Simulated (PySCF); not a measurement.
Fill in the blanks.

Compound: C6H8O2S.
Geometry (PBE0-D3(BJ)/def2-SVP, Å), atoms numbered from 1 in this order:
```
atom  x, y, z in Å
C1     2.3884    0.6878   -0.7833
S2     1.6148   -0.6942    0.0402
O3     1.7359   -1.8526   -0.8408
O4     2.1226   -0.7235    1.4088
C5    -0.0919   -0.2472    0.1072
C6    -0.7200    0.1502    1.2335
C7    -2.1568    0.3758    0.8982
C8    -2.2439    0.0542   -0.5612
C9    -1.0288   -0.3207   -1.0129
H10    3.4526    0.4217   -0.8477
H11    1.9613    0.8030   -1.7875
H12    2.2503    1.5900   -0.1752
H13   -0.2569    0.2665    2.2132
H14   -2.4734    1.4107    1.1271
H15   -2.8182   -0.2729    1.5035
H16   -3.1646    0.1035   -1.1437
H17   -0.7648   -0.6464   -2.0191
```

| property | level | value |
| --- | --- | --- |
| point group | PBE0-D3(BJ)/def2-SVP | C1 |
| rotational constants A, B, C | PBE0-D3(BJ)/def2-SVP | ? |
| dipole moment | PBE0/def2-SVPD | ? |
| HOMO energy | PBE0/def2-SVPD | -7.24 eV |
| LUMO energy | PBE0/def2-SVPD | -1.52 eV |
| lowest singlet excitation | TDDFT PBE0/def2-SVPD | 5.02 eV (247 nm, f = 0.053) |
| static isotropic polarisability | PBE0/def2-SVPD | ? |
| electronic spatial extent ⟨r²⟩ about the centre of nuclear charge | PBE0/def2-SVPD | ? |

Electronic properties: PySCF, gas phase, density fitting.

(1) Give the electronic spatial extent ⟨r²⟩ about the centre of nuclear charge.

(2) The rotational constants A, B, C?

(3) Give the dipole moment.

(4) Give the static isotropic polarisability.

Answers

(1) 1360 bohr².

(2) 2.931, 1.014, 0.914 GHz.

(3) 5.36 D.

(4) 94.6 au.

With B = h/(8π²I), that is 505.379 GHz u Å² over I, the principal moments of inertia are 172.4, 498.3 and 552.9 u Å² (most abundant isotopes); the inertial defect Ic − Ia − Ib is -117.8 u Å² (zero for a rigid planar frame, negative otherwise). The rotational constants make it an asymmetric top with κ = (2B − A − C)/(A − C) = -0.90, nearer the prolate limit (−1). The largest Löwdin shares of the HOMO are 0.28 on C8, 0.23 on C6, 0.19 on C9 and 0.16 on C5.

For the geometry optimisation (PBE0-D3(BJ)/def2-SVP), rough CPU time on one thread of a shared machine: about 3 min.

One conformer stands for the species.
